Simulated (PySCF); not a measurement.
Vertical excitations of a molecule C₄H₈BN from TDA-LC-ωPBE/def2-SVPD (PySCF), as energy in eV (oscillator strength): 6.45 (0.000), 6.52 (0.203), 6.68 (0.002), 7.16 (0.003), 7.86 (0.039), 7.91 (0.003), 8.30 (0.017), 8.32 (0.001), 8.37 (0.005), 8.56 (0.146). Lowest triplet (TDA): 3.84 eV. Geometry: B3LYP-D3(BJ)/def2-SVP. One conformer was computed; it need not be the lowest.

Task: Which structure fits?
(A) CB1C=N[C@H]1C
(B) C#CB(C)NC
(C) CB1C=CCN1
(D) CC1=CCB1N

Result: D, CC1=CCB1N
